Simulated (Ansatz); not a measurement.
Consider the formal exchange of groups at a Ge–N bond: `[NH2][GeH]([OH])[SH]` + SiH₄ → `[OH][GeH]([SiH3])[SH]` + NH₃.

Calculated with Ansatz (gas phase, PBE0-D4/def2-TZVP geometries, no zero-point term in ΔE). CBS: MP2 limit from def2 TZ/QZ plus the TZ coupled-cluster correction, frozen cores. This one scheme is used for every species. Functionals use def2-TZVPP. B3LYP here is the variant with VWN-RPA as its local correlation; programs differ in this. For Ge outer-core shells are correlated without core-valence functions, which leaves a few kJ/mol of doubt a bond. Scalar relativity is left out up to krypton. One conformer a species, not always the lowest.

Problem. Is it downhill or uphill in electronic energy at CCSD(T)/CBS, and by how much? (An estimate is asked.)

Solution. Ansatz gave: Nearly level: ΔE = -1.6 kJ/mol.

Problem. What do these levels give: PBE-D4, r2SCAN-D4, PBE, r2SCAN, PBE0, B3LYP, HF/def2-TZVPP, MP2/def2-TZVPP, SCS-MP2/def2-TZVPP, CCSD/def2-TZVPP, HF/def2-QZVPP, MP2/CBS(def2)? (An estimate is asked.)

Solution. Ansatz gave: PBE-D4 -14.9, r2SCAN-D4 -4.3, PBE -13.1, r2SCAN -3.8, PBE0 -8.8, B3LYP -1.9, HF/def2-TZVPP 16.1, MP2/def2-TZVPP 5.7, SCS-MP2/def2-TZVPP 9.0, CCSD/def2-TZVPP 4.1, HF/def2-QZVPP 16.4, MP2/CBS(def2) 1.4 kJ/mol.

Largest T1 diagnostic among the species: 0.012.

From PBE to PBE0 (25 % exact exchange), in def2-TZVPP and without D4, ΔE moves by +4.4 kJ/mol. In def2-TZVPP, CCSD(T) changes the Hartree–Fock value by −13.4 kJ/mol (the triples alone add −1.3 kJ/mol) and MP2 by −10.4 kJ/mol.
